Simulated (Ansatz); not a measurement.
Three-fold rotor about C1–Ge2 in CH3GeI (SMILES [CH3][Ge][I]); single points on GFN2-xTB geometries with the dihedral held.
Staggered geometry (60°) (charge 0, multiplicity 1):
| atom | x (Å) | y (Å) | z (Å) |
|---|---|---|---|
| C | -0.6801 | -0.0218 | 0.0015 |
| Ge | 0.8716 | 1.2943 | -0.0411 |
| I | 2.7001 | -0.3654 | 0.6538 |
| H | -0.8062 | -0.4520 | 0.9971 |
| H | -1.6176 | 0.4643 | -0.2729 |
| H | -0.5171 | -0.8486 | -0.6930 |

Frozen-core correlation. Filled d and f shells under p-block atoms count as core. CBS(a, b) extrapolates the correlation energy as X⁻³ and adds the Hartree–Fock energy of set b. MP2 and its Hartree–Fock in def2-QZVPP are density fitted.

Codes used: Ansatz (Gaussian basis) for Hartree–Fock, density functionals and correlated methods. Each number belongs to the level named beside it. In def2 rows elements past Kr take small-core potentials, without spin–orbit coupling.

Energies above the staggered point (kcal/mol):

| dihedral (°) | PBE/def2-TZVPP | MP2/CBS(def2-TZVPP, def2-QZVPP) + ΔCCSD(T)/def2-TZVPP |
|---|---|---|
| 0 | 0.341 | 0.520 |
| 20 | 0.238 | 0.363 |
| 40 | 0.063 | 0.094 |
| 60 | 0.000 | 0.000 |
| 80 | 0.080 | 0.118 |
| 100 | 0.238 | 0.363 |
| 120 | 0.338 | 0.518 |

Moments of inertia of the two ends about the bond: 3.131 and 823.256 u Å².

### Question
Fit V = V₃/2 (1 − cos 3φ) + V₆/2 (1 − cos 6φ), φ counted from the staggered point, and estimate the harmonic torsional frequency.

### Answer

V₃ is the energy at φ = 60°; at φ = 20° (mean of both sides) V = 0.25 V₃ + 0.75 V₆. The reduced moment I₁I₂/(I₁ + I₂) = 3.120 u Å² gives F = 16.8576/I = 5.404 cm⁻¹ (a rough rule where the frame isn't a symmetric top). Near the minimum V = kφ²/2 with k = (9V₃ + 36V₆)/2, and ω = √(2Fk), with 1 kcal/mol = 349.755 cm⁻¹.
- PBE/def2-TZVPP: V₃ = 0.34, V₆ = -0.018 kcal/mol, k = 423 cm⁻¹/rad², ω = 68 cm⁻¹
- MP2/CBS(def2-TZVPP, def2-QZVPP) + ΔCCSD(T)/def2-TZVPP: V₃ = 0.52, V₆ = -0.032 kcal/mol, k = 617 cm⁻¹/rad², ω = 82 cm⁻¹

Ansatz is a quantum-chemistry and plane-wave program.
